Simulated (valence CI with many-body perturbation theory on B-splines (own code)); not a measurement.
E1 transitions of In³⁴⁺

Calculated by valence CI with perturbative core correlation (CI+MBPT): five valence electrons over a frozen Dirac-Fock core [Ne], a basis of 11 s, 11 p, 10 d, 8 f, 5 g, 2 h functions for each j, with the one-electron correlation potential Σ1 (screened to all orders), the two-electron term Σ2, the three-electron term Σ3, Breit, model QED; selected single and double excitations, second order for the rest, scaled by the run's own slope (own B-spline code, finite nucleus).

No measured spectrum was set against this ion. As an estimate, large intervals hold to a few tenths of a per cent, small ones and those within an open d or f shell to about a per cent. Among the levels kept, up to 4300 cm⁻¹ of a level comes from second order outside the variational space, and about a tenth of that is noise between levels of different J, which matters for small intervals.

Lines 101 to 150 of 585 in falling wavelength, among levels below 434.21 eV, chosen from the strongest by gf and those to the six lowest levels. Wavelengths and rates use the calculated energies. Electric multipoles are in the length gauge, E1 and E2 with the static RPA response of the core. Weak lines are less certain than strong ones. Lines between different terms over intervals too small for the method are left out, as are lines whose strength nearly cancels. Where a level lies close to another of its J and parity, the split of strength between their lines is uncertain. The highest levels of a list are the least certain.

Levels are named by their leading jj configuration (3d3/2^4 stands for four electrons in 3d with j = 3/2), which in mixed levels can hold well under half, so a name can repeat and another be missing. Letters in brackets count levels of one name in rising energy.

| λ vac (Å) | Upper | Lower | A (s⁻¹) | S (a.u.) with core polarisation | S without |
| --- | --- | --- | --- | --- | --- |
| 82.28 | (3s 3p1/2 3p3/2^2 3d5/2) J=7/2 [e] | (3s^2 3p1/2 3p3/2 3d5/2) J=7/2 [b] | 2.98e+10 | 6.56e-02 | 6.70e-02 |
| 82.19 | (3s 3p1/2 3p3/2^2 3d3/2) J=1/2 [b] | (3s^2 3p1/2 3p3/2 3d3/2) J=3/2 [a] | 4.31e+10 | 2.36e-02 | 2.41e-02 |
| 81.93 | (3s 3p1/2 3p3/2^2 3d5/2) J=7/2 [e] | (3s^2 3p1/2 3p3/2 3d3/2) J=5/2 [b] | 4.43e+10 | 9.62e-02 | 9.81e-02 |
| 81.70 | (3s 3p1/2 3p3/2^2 3d5/2) J=3/2 [d] | (3s^2 3p1/2 3p3/2 3d3/2) J=1/2 [b] | 2.26e+10 | 2.43e-02 | 2.48e-02 |
| 81.69 | (3s 3p1/2 3p3/2^2 3d5/2) J=3/2 [e] | (3s^2 3p1/2 3p3/2 3d5/2) J=5/2 [c] | 3.64e+10 | 3.92e-02 | 4.00e-02 |
| 81.60 | (3s 3p1/2^2 3p3/2^2) J=1/2 | (3s^2 3p1/2^2 3p3/2) J=3/2 | 3.80e+10 | 2.04e-02 | 2.08e-02 |
| 81.55 | (3s 3p1/2^2 3p3/2 3d5/2) J=5/2 [a] | (3s 3p1/2^2 3p3/2^2) J=5/2 | 2.49e+10 | 4.00e-02 | 4.08e-02 |
| 81.50 | (3s 3p1/2 3p3/2^2 3d3/2) J=1/2 [d] | (3s^2 3p1/2 3p3/2 3d3/2) J=1/2 [b] | 6.94e+10 | 3.71e-02 | 3.79e-02 |
| 81.32 | (3s 3p1/2 3p3/2^2 3d5/2) J=5/2 [f] | (3s 3p1/2 3p3/2^3) J=3/2 [b] | 9.12e+09 | 1.45e-02 | 1.48e-02 |
| 81.23 | (3s 3p1/2^2 3p3/2 3d5/2) J=3/2 [a] | (3s 3p1/2^2 3p3/2^2) J=5/2 | 1.56e+10 | 1.65e-02 | 1.68e-02 |
| 81.13 | (3s 3p1/2 3p3/2^2 3d5/2) J=3/2 [e] | (3s^2 3p1/2 3p3/2 3d5/2) J=3/2 [b] | 2.74e+10 | 2.89e-02 | 2.95e-02 |
| 81.04 | (3s 3p3/2^3 3d5/2) J=7/2 [b] | (3s^2 3p3/2^2 3d5/2) J=5/2 [a] | 1.85e+10 | 3.89e-02 | 3.97e-02 |
| 81.04 | (3s 3p1/2 3p3/2^2 3d5/2) J=3/2 [c] | (3s 3p1/2 3p3/2^3) J=1/2 | 3.35e+10 | 3.52e-02 | 3.59e-02 |
| 80.99 | (3s^2 3p1/2 3p3/2 3d3/2) J=3/2 [b] | (3s^2 3p1/2 3p3/2^2) J=5/2 | 5.20e+09 | 5.45e-03 | 5.59e-03 |
| 80.96 | (3s 3p1/2^2 3d3/2 3d5/2) J=5/2 [a] | (3s 3p1/2^2 3p3/2 3d3/2) J=3/2 [a] | 1.66e+10 | 2.61e-02 | 2.66e-02 |
| 80.89 | (3s 3p1/2 3p3/2^2 3d3/2) J=3/2 [b] | (3s^2 3p1/2 3p3/2 3d3/2) J=5/2 [a] | 3.63e+10 | 3.79e-02 | 3.88e-02 |
| 80.86 | (3s 3p3/2^3 3d3/2) J=5/2 [b] | (3s^2 3p3/2^2 3d5/2) J=3/2 | 5.71e+10 | 8.94e-02 | 9.12e-02 |
| 80.78 | (3s 3p1/2 3p3/2^2 3d3/2) J=3/2 [b] | (3s^2 3p1/2 3p3/2 3d3/2) J=3/2 [a] | 1.74e+10 | 1.81e-02 | 1.85e-02 |
| 80.71 | (3s 3p1/2 3p3/2^2 3d5/2) J=3/2 [c] | (3s^2 3p1/2 3p3/2 3d5/2) J=5/2 [b] | 1.66e+10 | 1.72e-02 | 1.75e-02 |
| 80.69 | (3s^2 3p1/2 3d5/2^2) J=9/2 [b] | (3s^2 3p1/2 3p3/2 3d5/2) J=7/2 [b] | 1.23e+11 | 3.19e-01 | 3.26e-01 |
| 80.68 | (3s 3p1/2 3p3/2^2 3d5/2) J=3/2 [f] | (3s 3p1/2 3p3/2^3) J=3/2 [b] | 2.34e+10 | 2.43e-02 | 2.48e-02 |
| 80.62 | (3s 3p1/2 3p3/2^2 3d3/2) J=3/2 [g] | (3s^2 3p3/2^2 3d3/2) J=5/2 | 1.72e+10 | 1.77e-02 | 1.81e-02 |
| 80.60 | (3s^2 3p1/2^2 3d5/2) J=5/2 | (3s^2 3p1/2^2 3p3/2) J=3/2 | 4.60e+10 | 7.13e-02 | 7.27e-02 |
| 80.57 | (3s 3p1/2 3p3/2^2 3d5/2) J=5/2 [d] | (3s^2 3p1/2 3p3/2 3d5/2) J=3/2 [a] | 3.08e+10 | 4.76e-02 | 4.86e-02 |
| 80.52 | (3s 3p1/2 3p3/2^2 3d3/2) J=5/2 [e] | (3s^2 3p1/2 3p3/2 3d3/2) J=5/2 [b] | 6.42e+10 | 9.93e-02 | 1.01e-01 |
| 80.49 | (3s^2 3p3/2 3d3/2 3d5/2) J=5/2 [c] | (3s^2 3p3/2^2 3d5/2) J=5/2 [a] | 9.69e+09 | 1.50e-02 | 1.53e-02 |
| 80.44 | (3s 3p1/2 3p3/2^2 3d3/2) J=3/2 [g] | (3s^2 3p3/2^2 3d3/2) J=1/2 | 1.43e+10 | 1.47e-02 | 1.50e-02 |
| 80.44 | (3s 3p1/2^2 3p3/2^2) J=3/2 | (3s^2 3p1/2^2 3p3/2) J=3/2 | 6.22e+10 | 6.39e-02 | 6.53e-02 |
| 80.42 | (3s 3p1/2 3p3/2^2 3d3/2) J=3/2 [f] | (3s^2 3p1/2 3p3/2 3d3/2) J=1/2 [b] | 3.29e+10 | 3.37e-02 | 3.44e-02 |
| 80.20 | (3s 3p1/2 3p3/2^2 3d3/2) J=3/2 [f] | (3s^2 3p1/2 3p3/2 3d3/2) J=5/2 [b] | 1.51e+10 | 1.54e-02 | 1.57e-02 |
| 80.16 | (3s 3p1/2 3p3/2^2 3d5/2) J=3/2 [g] | (3s^2 3p1/2 3p3/2 3d5/2) J=1/2 | 1.04e+11 | 1.05e-01 | 1.07e-01 |
| 80.06 | (3s^2 3p1/2 3p3/2 3d5/2) J=5/2 [b] | (3s^2 3p1/2 3p3/2^2) J=3/2 | 3.14e+10 | 4.77e-02 | 4.87e-02 |
| 80.05 | (3s 3p1/2^2 3p3/2 3d5/2) J=5/2 [b] | (3s 3p1/2^2 3p3/2^2) J=3/2 | 5.46e+10 | 8.29e-02 | 8.45e-02 |
| 80.04 | (3s^2 3p3/2 3d3/2 3d5/2) J=5/2 [c] | (3s^2 3p3/2^2 3d3/2) J=3/2 [b] | 2.21e+10 | 3.36e-02 | 3.43e-02 |
| 80.01 | (3s^2 3p1/2 3d3/2 3d5/2) J=7/2 [b] | (3s^2 3p1/2 3p3/2 3d5/2) J=5/2 [c] | 1.53e+11 | 3.10e-01 | 3.17e-01 |
| 79.95 | (3s 3p3/2^3 3d3/2) J=1/2 [a] | (3s 3p1/2 3p3/2^3) J=3/2 [b] | 5.54e+10 | 2.79e-02 | 2.85e-02 |
| 79.91 | (3s^2 3p3/2 3d3/2 3d5/2) J=7/2 [c] | (3s^2 3p3/2^2 3d3/2) J=7/2 | 6.23e+10 | 1.26e-01 | 1.28e-01 |
| 79.90 | (3s 3p1/2 3p3/2^2 3d5/2) J=5/2 [a] | (3s^2 3p1/2 3p3/2 3d3/2) J=7/2 | 1.77e+10 | 2.68e-02 | 2.74e-02 |
| 79.89 | (3s 3p1/2^2 3p3/2 3d5/2) J=5/2 [b] | (3s^2 3p1/2^2 3d5/2) J=5/2 | 2.93e+10 | 4.42e-02 | 4.51e-02 |
| 79.83 | (3s 3p1/2 3p3/2^2 3d5/2) J=5/2 [f] | (3s^2 3p1/2 3p3/2 3d5/2) J=5/2 [c] | 1.03e+11 | 1.54e-01 | 1.58e-01 |
| 79.76 | (3s 3p1/2^2 3p3/2 3d5/2) J=3/2 [b] | (3s^2 3p1/2^2 3d5/2) J=5/2 | 5.67e+10 | 5.68e-02 | 5.80e-02 |
| 79.74 | (3s 3p1/2 3p3/2^3) J=1/2 | (3s^2 3p1/2 3p3/2^2) J=3/2 | 3.54e+10 | 1.77e-02 | 1.81e-02 |
| 79.66 | (3s^2 3p3/2 3d3/2 3d5/2) J=5/2 [b] | (3s^2 3p3/2^2 3d3/2) J=7/2 | 4.52e+10 | 6.76e-02 | 6.91e-02 |
| 79.61 | (3s 3p1/2 3p3/2^2 3d5/2) J=7/2 [f] | (3s^2 3p1/2 3p3/2 3d5/2) J=7/2 [b] | 2.08e+10 | 4.14e-02 | 4.23e-02 |
| 79.49 | (3s 3p1/2 3p3/2^2 3d5/2) J=5/2 [d] | (3s^2 3p1/2 3p3/2 3d5/2) J=5/2 [b] | 2.42e+10 | 3.59e-02 | 3.67e-02 |
| 79.38 | (3s^2 3p1/2 3p3/2 3d5/2) J=3/2 [b] | (3s^2 3p1/2 3p3/2^2) J=1/2 | 1.85e+10 | 1.83e-02 | 1.86e-02 |
| 79.38 | (3s 3p1/2 3p3/2^2 3d5/2) J=5/2 [e] | (3s^2 3p1/2 3p3/2 3d5/2) J=7/2 [b] | 1.23e+10 | 1.82e-02 | 1.86e-02 |
| 79.34 | (3s^2 3p3/2^2 3d3/2) J=3/2 [b] | (3s^2 3p3/2^3) J=3/2 | 2.01e+10 | 1.98e-02 | 2.02e-02 |
| 79.29 | (3s 3p1/2 3p3/2^2 3d5/2) J=7/2 [f] | (3s^2 3p1/2 3p3/2 3d3/2) J=5/2 [b] | 4.54e+10 | 8.93e-02 | 9.11e-02 |
| 79.19 | (3s 3p3/2^3 3d5/2) J=3/2 | (3s^2 3p3/2^2 3d3/2) J=1/2 | 2.29e+10 | 2.25e-02 | 2.29e-02 |
